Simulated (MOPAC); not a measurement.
MOPAC input (PM3):

```
PM3 1SCF GEO-OK AUX(PRECISION=9) THREADS=1
H4F2Si2

F    -1.74974500 1   -1.38873300 1   -0.39268600 1
Si   -1.17669800 1    0.06204500 1    0.02162400 1
Si    1.17669800 1   -0.06204500 1   -0.02162400 1
F     1.74974500 1    1.38873300 1    0.39268600 1
H    -1.68644900 1    0.38737300 1    1.37310900 1
H    -1.69399800 1    1.05344100 1   -0.94880400 1
H     1.69399800 1   -1.05344100 1    0.94880400 1
H     1.68644900 1   -0.38737300 1   -1.37310900 1
```

Output:

```
 *******************************************************************************
 **                                                                           **
 **                              MOPAC v23.2.5                                **
 **                                                                           **
 *******************************************************************************
 ** MOPAC's Digital Object Identifier: https://doi.org/10.5281/zenodo.6511958 **
 **                                                                           **
 ** Please cite the open-source release paper for use of this MOPAC version:  **
 ** J. E. Moussa and J. J. P. Stewart (2026)                                  **
 ** MOPAC: An open-source semiempirical molecular orbital program             **
 ** J. Open Source Softw., 11(119), 8025, https://doi.org/10.21105/joss.08025 **
 *******************************************************************************

                              PM3 CALCULATION RESULTS

 *******************************************************************************
 *  PM3        - The PM3 Hamiltonian to be used
 *  GEO-OK     - OVERRIDE INTERATOMIC DISTANCE AND OTHER SAFETY CHECKS
 *  1SCF       - DO 1 SCF AND THEN STOP
 *  AUX        - OUTPUT AUXILIARY INFORMATION
 *******************************************************************************
PM3 1SCF GEO-OK AUX(PRECISION=9) THREADS=1
 H4F2Si2

   ATOM   CHEMICAL          X               Y               Z
  NUMBER   SYMBOL      (ANGSTROMS)     (ANGSTROMS)     (ANGSTROMS)

     1       F         -1.74974500  *  -1.38873300  *  -0.39268600  *
     2      Si         -1.17669800  *   0.06204500  *   0.02162400  *
     3      Si          1.17669800  *  -0.06204500  *  -0.02162400  *
     4       F          1.74974500  *   1.38873300  *   0.39268600  *
     5       H         -1.68644900  *   0.38737300  *   1.37310900  *
     6       H         -1.69399800  *   1.05344100  *  -0.94880400  *
     7       H          1.69399800  *  -1.05344100  *   0.94880400  *
     8       H          1.68644900  *  -0.38737300  *  -1.37310900  *

          CARTESIAN COORDINATES

    NO.       ATOM           X           Y           Z

     1         F         -1.7497     -1.3887     -0.3927
     2        Si         -1.1767      0.0620      0.0216
     3        Si          1.1767     -0.0620     -0.0216
     4         F          1.7497      1.3887      0.3927
     5         H         -1.6864      0.3874      1.3731
     6         H         -1.6940      1.0534     -0.9488
     7         H          1.6940     -1.0534      0.9488
     8         H          1.6864     -0.3874     -1.3731

  H: (PM3): J. J. P. STEWART, J. COMP. CHEM. 10, 209 (1989).
  F: (PM3): J. J. P. STEWART, J. COMP. CHEM. 10, 209 (1989).
 Si: (PM3): J. J. P. STEWART, J. COMP. CHEM. 10, 209 (1989).

           Empirical Formula: H4 F2 Si2  =     8 atoms

      MOLECULAR POINT GROUP   :   C2h

      RHF CALCULATION, NO. OF DOUBLY OCCUPIED LEVELS = 13

 -------------------------------------------------------------------------------
 PM3 1SCF GEO-OK AUX(PRECISION=9) THREADS=1
 H4F2Si2

     1SCF WAS SPECIFIED, SO BFGS WAS NOT USED
     SCF FIELD WAS ACHIEVED

                              PM3 CALCULATION
                                                       MOPAC v23.2.5 Linux

          FINAL HEAT OF FORMATION =       -157.19238 KCAL/MOL =    -657.69290 KJ/MOL

          COSMO AREA              =        125.82 SQUARE ANGSTROMS
          COSMO VOLUME            =        118.48 CUBIC ANGSTROMS

          IONIZATION POTENTIAL    =          9.489704 EV
          HOMO LUMO ENERGIES (EV) =         -9.490 -1.466
          NO. OF FILLED LEVELS    =         13
          MOLECULAR WEIGHT        =         98.1994         POINT GROUP:  C2h

          MOLECULAR DIMENSIONS (Angstroms)

            Atom       Atom       Distance
            F     4    F     1     4.53625
            H     8    H     5     4.09739
            H     7    H     6     3.90231

          SCF CALCULATIONS        =          1

   ATOM   CHEMICAL          X               Y               Z
  NUMBER   SYMBOL      (ANGSTROMS)     (ANGSTROMS)     (ANGSTROMS)

     1       F         -1.74974500  *  -1.38873300  *  -0.39268600  *
     2      Si         -1.17669800  *   0.06204500  *   0.02162400  *
     3      Si          1.17669800  *  -0.06204500  *  -0.02162400  *
     4       F          1.74974500  *   1.38873300  *   0.39268600  *
     5       H         -1.68644900  *   0.38737300  *   1.37310900  *
     6       H         -1.69399800  *   1.05344100  *  -0.94880400  *
     7       H          1.69399800  *  -1.05344100  *   0.94880400  *
     8       H          1.68644900  *  -0.38737300  *  -1.37310900  *

                             CARTESIAN COORDINATES

   1    F       -1.749745000    -1.388733000    -0.392686000
   2   Si       -1.176698000     0.062045000     0.021624000
   3   Si        1.176698000    -0.062045000    -0.021624000
   4    F        1.749745000     1.388733000     0.392686000
   5    H       -1.686449000     0.387373000     1.373109000
   6    H       -1.693998000     1.053441000    -0.948804000
   7    H        1.693998000    -1.053441000     0.948804000
   8    H        1.686449000    -0.387373000    -1.373109000

           Empirical Formula: H4 F2 Si2  =     8 atoms

      MOLECULAR POINT GROUP   :   C2h

                  EIGENVALUES
 -21.59380 -21.00454 -17.05767 -16.97690 -16.78511 -16.50361 -16.27207 -16.12089
 -13.95258 -13.74419 -11.98660 -10.71388  -9.48970  -1.46568   0.92307   1.25213
   1.53020   1.72287   2.10776   2.37590

              NET ATOMIC CHARGES AND DIPOLE CONTRIBUTIONS

  ATOM NO.   TYPE          CHARGE      No. of ELECS.   s-Pop       p-Pop
    1          F          -0.282371        7.2824     1.59100     5.69137
    2         Si           0.553295        3.4467     0.96258     2.48413
    3         Si           0.553295        3.4467     0.96258     2.48413
    4          F          -0.282371        7.2824     1.59100     5.69137
    5          H          -0.135462        1.1355     1.13546
    6          H          -0.135462        1.1355     1.13546
    7          H          -0.135462        1.1355     1.13546
    8          H          -0.135462        1.1355     1.13546
 DIPOLE           X         Y         Z       TOTAL
 POINT-CHG.     0.000     0.000    -0.000     0.000
 HYBRID        -0.000    -0.000     0.000     0.000
 SUM            0.000     0.000    -0.000     0.000

          ATOMIC ORBITAL ELECTRON POPULATIONS

     Atom    s        px        py        pz
    1  F   1.59100   1.94103   1.79046   1.95988
    2 Si   0.96258   0.90588   0.72366   0.85458
    3 Si   0.96258   0.90588   0.72366   0.85458
    4  F   1.59100   1.94103   1.79046   1.95988
    5  H   1.13546
    6  H   1.13546
    7  H   1.13546
    8  H   1.13546

 **********************
 *                    *
 * JOB ENDED NORMALLY *
 *                    *
 **********************

 == MOPAC DONE ==
```

The geometry given is a B3LYP-D3(BJ)/def2-TZVP minimum.
